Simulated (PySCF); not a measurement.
(3S)-3-sulfanylbutan-2-one (C4H8OS), SMILES C([C@H](C)S)(=O)C.

Coordinates come from a B3LYP-D3(BJ)/def2-SVP optimisation. One conformer was computed; it need not be the lowest.

Calculation: ωB97X/def2-TZVP (PySCF).

The molecule is in vacuum.

### Question
Estimate the frontier levels, gap, dipole moment and polarisability. (Estimate from the structure and the level; the computed values follow.)

### Answer

```
Quantity                                                                                                       Result
---------------------------------------------------------------------------------------------  ----------------------
highest occupied level                                                                                       -9.36 eV
lowest empty level                                                                                            1.45 eV
orbital gap                                                                                                  10.81 eV
dipole moment                                                                                                  3.44 D
quadrupole, principal values (traceless, Buckingham form, about the centre of nuclear charge)   -8.32, 1.41, 6.91 D·Å
mean static polarisability                                                                      68.7 bohr³ (10.18 Å³)
polarisability, principal values                                                               64.0, 66.4, 75.6 bohr³
```
